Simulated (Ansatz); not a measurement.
Start from `COCCF` and change one atom or group to get `CBCOC`.

Ansatz, PBE0-D4/def2-TZVP geometries, multiplicity 1. Each molecule was computed in one conformer, which needn't be the lowest.

```csv
property,`COCCF`
LUMO energy (ωB97M-V/def2-TZVPP) / eV,2.98
LUMO energy (B3LYP/def2-TZVPP) / eV,1.14
HOMO energy (PBE/def2-TZVPP) / eV,-5.89
LUMO energy (PBE/def2-TZVPP) / eV,0.66
HOMO energy (PBE0/def2-TZVPP) / eV,-7.49
HOMO–LUMO gap (PBE0/def2-TZVPP) / eV,9.00
```

Q: Give the same properties after the change, and the shifts. (An estimate is asked.)

A: Ansatz gave: 
```json
{"property": "LUMO energy (ωB97M-V/def2-TZVPP) / eV", "`CBCOC`": "1.26", "shift": "-1.72"}
{"property": "LUMO energy (B3LYP/def2-TZVPP) / eV", "`CBCOC`": "-0.92", "shift": "-2.06"}
{"property": "HOMO energy (PBE/def2-TZVPP) / eV", "`CBCOC`": "-5.86", "shift": "0.03"}
{"property": "LUMO energy (PBE/def2-TZVPP) / eV", "`CBCOC`": "-1.72", "shift": "-2.38"}
{"property": "HOMO energy (PBE0/def2-TZVPP) / eV", "`CBCOC`": "-7.44", "shift": "0.05"}
{"property": "HOMO–LUMO gap (PBE0/def2-TZVPP) / eV", "`CBCOC`": "6.75", "shift": "-2.25"}
```

With PBE0 the HOMO rises by 0.05 eV and the LUMO falls by 2.19 eV, so the gap narrows by about 2.24 eV. PBE moves the HOMO by 0.03 eV and ωB97M-V by 0.05 eV.

B3LYP here is the variant with VWN-RPA as its local correlation; programs differ in this.
